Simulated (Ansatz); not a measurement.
FH₃OSi₂, SMILES `F[Si]O[SiH3]`. Charge 0, multiplicity 1.

```json
{"atom": "F1", "x (Å)": "-0.8778", "y (Å)": "-0.1577", "z (Å)": "2.3555"}
{"atom": "Si2", "x (Å)": "0.7060", "y (Å)": "-0.3700", "z (Å)": "2.1054"}
{"atom": "O3", "x (Å)": "0.8182", "y (Å)": "-0.1862", "z (Å)": "0.4898"}
{"atom": "Si4", "x (Å)": "0.0087", "y (Å)": "0.1135", "z (Å)": "-0.9241"}
{"atom": "H5", "x (Å)": "1.0032", "y (Å)": "0.1107", "z (Å)": "-2.0225"}
{"atom": "H6", "x (Å)": "-1.0019", "y (Å)": "-0.9473", "z (Å)": "-1.1554"}
{"atom": "H7", "x (Å)": "-0.6564", "y (Å)": "1.4371", "z (Å)": "-0.8488"}
```

Task: What are the harmonic wavenumbers in cm⁻¹ at PBE0-D4/def2-TZVP (Ansatz, finite differences of forces, unscaled)? (An estimate is asked.)

Result: Computed: 23, 69, 126, 365, 603, 725, 729, 821, 952, 957, 968, 1077, 2241, 2246, 2252.

Task: Is this a minimum?

Result: Yes, all 15 modes are real.

Task: Give the ideal-gas thermochemistry at 298.15 K and 1 bar (rigid rotor, harmonic oscillator; point group Cs, symmetry number 1).

Result: Zero-point energy 84.7 kJ/mol; H(298) − E = 103.3 kJ/mol; entropy 342.3 J/(mol·K), of which translation 165.5, rotation 108.9, vibration 67.9; G(298) − E = 1.2 kJ/mol. Modes under 100 cm⁻¹ are hindered rotations or soft bends, so the harmonic entropy is rough.
